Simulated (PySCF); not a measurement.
CF₃O₂S, SMILES O=[S](C(F)(F)F)=O, multiplicity 2.

Geometry: B3LYP-D3(BJ)/def2-SVP. The isomer is the one that the SMILES or the coordinates give; other isomers of the formula were not compared.

The numbers are results of PySCF with B3LYP-D3(BJ)/def2-SVP, not measurements.

Frequencies are harmonic and unscaled.

```tsv
mode	ν (cm⁻¹)	IR (km/mol)	moving atoms (share of kinetic energy)
1	40	0.5	O 58 %, F 41 %
2	167	2.1	O 58 %, F 39 %
3	198	6.4	F 60 %, O 35 %
4	260	2.1	F 52 %, O 29 %, S 14 %
5	324	0.2	F 59 %, O 24 %, S 13 %
6	426	20.3	S 57 %, F 25 %, O 18 %
7	469	36.1	O 59 %, S 37 %
8	549	1.5	F 89 %, C 9 %
9	555	1.9	F 82 %, C 9 %
10	744	34.3	F 74 %, C 25 %
11	1037	137.3	O 72 %, S 18 %
12	1096	272.1	C 55 %, F 36 %
13	1212	11.1	O 53 %, S 40 %
14	1284	303.3	C 74 %, F 26 %
15	1294	324.8	C 70 %, F 23 %
```
